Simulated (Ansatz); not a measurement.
An input meant for CuPH4S⁺, that is Cu(PH3)(SH) with one electron fewer (charge 1, doublet).

```yaml
crystal:
  periodic: [false, false, false]
  atoms:
    - {symbol: Cu, position_ang: [0.159206, 0.076364, -0.911747]}
    - {symbol: P, position_ang: [0.149041, 0.052254, 1.252443]}
    - {symbol: H, position_ang: [-0.855985, 0.754026, 1.974745]}
    - {symbol: H, position_ang: [1.274341, 0.572056, 1.948864]}
    - {symbol: H, position_ang: [0.048997, -1.179883, 1.957005]}
    - {symbol: S, position_ang: [0.236186, 0.120808, -3.046198]}
    - {symbol: H, position_ang: [-1.011776, -0.395634, -3.175113]}
basis:
  gaussian: {orbitals: "6-31G*"}
total_charge: 1
magnetization: {spin_polarized: true, initial_magnetization: 1}
hamiltonian: {xc: {name: wB97X-V}}
multiplicity: 3
output: {forces: true}
```

```sh
$ ansatz run in.yaml --threads 4 --pin off --events-out ev --progress --plain --max-ram 3916MiB
```

Shortened log:

```
Error: YAML parse error: error: line 16 column 1: unknown field `multiplicity`, expected one of crystal, accuracy, basis, kpoints, hamiltonian, magnetization, projection, total_charge, correlation, batch, efield, external_charges, scf, relax, neb, saddle, md, ramp, phonons, dielectric, real_time, elastic, magnetic_configurations, gw, evaluate, workflow, output, checkpoint, execution
14 | magnetization: {spin_polarized: true, initial_magnetization: 1}
15 | hamiltonian: {xc: {name: wB97X-V}}
16 | multiplicity: 3
17 | output: {forces: true}
```

In this input the input holds a key that doesn't belong there (the spin goes under magnetization). The input was rejected before any iteration.
